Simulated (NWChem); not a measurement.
Atomisation of BeO

```
Be
O 1 1.3389
```
Charge 0, spin multiplicity 1.

Program: NWChem. Structure: optimised with B3LYP/def2-SVP, a minimum by its harmonic frequencies.

Basis set: def2-TZVP. The atomisation energy is electronic alone: no zero-point, thermal, spin-orbit or counterpoise terms. No value is extrapolated to the basis-set limit. Free atoms are single determinants with multiplicities Be 1, O 3.

B3LYP has NWChem's definition, with VWN1-RPA local correlation. The structure started from a generated list of species. The stability of the SCF solutions was not checked. Open-shell Hartree-Fock references start from PBE0 orbitals.

Task: One of these methods gave an atomisation energy of 33.8 kcal/mol. Which?
A) HF
B) PBE0
C) LDA (SVWN5)
D) BP86

Result: A, HF. The others give 140.2 (LDA (SVWN5)), 117.3 (BP86), 102.0 (PBE0).
